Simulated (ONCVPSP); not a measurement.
**silicon (Si): excitation energies, all-electron against ONCV**

silicon (Si), optimised norm-conserving Vanderbilt (ONCV), made with ONCVPSP 4.0.1 (PBE, scalar-relativistic). Core [Ne], reference 3s2 3p2. Waves: 3s: rc 1.90 bohr, ncon 3, nbas 7, qcut 3.5 1/bohr, 2 projectors, debl 3.9 Ha; 3p: rc 2.05 bohr, ncon 3, nbas 7, qcut 4.5 1/bohr, 2 projectors, debl 3.8 Ha; d scattering state at 0.1 Ha: rc 1.70 bohr, ncon 5, nbas 10, qcut 5.9 1/bohr, 2 projectors, debl 3.6 Ha. Local part: polynomial inside 1.25 bohr (lpopt 5, dvloc0 1 Ha). Core correction: Teter function, fcfact 5.75, rcfact 1.4.

Energies are relative to the spin-unpolarised reference configuration 3s2 3p2; without spin polarisation the order of configurations can differ from experiment.

```json
{"valence configuration": "3s2 3p1", "charge": "+1", "ΔE all-electron (eV)": "7.740", "error AE − PS (meV)": "+2.8"}
{"valence configuration": "3s2 3p0", "charge": "+2", "ΔE all-electron (eV)": "23.733", "error AE − PS (meV)": "+17"}
{"valence configuration": "3s1 3p2", "charge": "+1", "ΔE all-electron (eV)": "15.171", "error AE − PS (meV)": "-8.8"}
```

**Question.** What are ΔE and the potential's error for 3s1 3p0?

**Answer.** ΔE = 57.704 eV all-electron; the error (AE − PS) is +2.0 meV.

Levels in the configuration 3s2 3p1:

```
level  all-electron (eV)  pseudo (eV)
   3s            -19.034      -19.026
   3p            -11.656      -11.648
```

Note: no bound ghost flagged; GHOST(+) flagged for s at 128.4 eV.
